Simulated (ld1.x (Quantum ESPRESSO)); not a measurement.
**P: excitation energies, all-electron against TM**

| Item | Value |
| --- | --- |
| Element | P |
| Generator | ld1.x (Quantum ESPRESSO) 7.5 |
| Type | norm-conserving Troullier–Martins (Kleinman–Bylander form) |
| Functional | LDA (PZ) |
| Relativity | scalar-relativistic |
| Frozen core | [Ne] |
| Valence charge | 5 |
| Reference configuration | 3s2 3p3 |
| Partial waves | 3s (bound): rc 1.65 bohr; 3p (bound): rc 1.50 bohr |
| Local potential | all-electron potential smoothed inside 1.25 bohr (lloc = -1) |
| Core correction | none |

Energies are relative to the spin-unpolarised reference configuration 3s2 3p3; without spin polarisation the order of configurations can differ from experiment. Spin-polarised rows fill each open shell by Hund’s rule, majority spin first.

| valence configuration | charge | ΔE all-electron (eV) | error AE − PS (meV) |
| --- | --- | --- | --- |
| 3s2 3p2 | +1 | 9.821 | +5.8 |
| 3s2 3p1 | +2 | 29.070 | +45 |
| 3s2 3p0 | +3 | 58.965 | +174 |
| 3s2 3p2.5 | +0.5 | 3.821 | +0.9 |
| 3s2 3p3.3 | -0.3 | -1.336 | +0.3 |
| 3s1 3p4 | 0 | 8.496 | +3.1 |
| 3s0 3p5 | 0 | 17.136 | +13 |
| 3s2 3p2 (spin-polarised) | +1 | 8.978 | +85 |

Task: What are ΔE and the potential's error for 3s2 3p3 (spin-polarised)?

Result: ΔE = -1.510 eV all-electron; the error (AE − PS) is +118 meV.
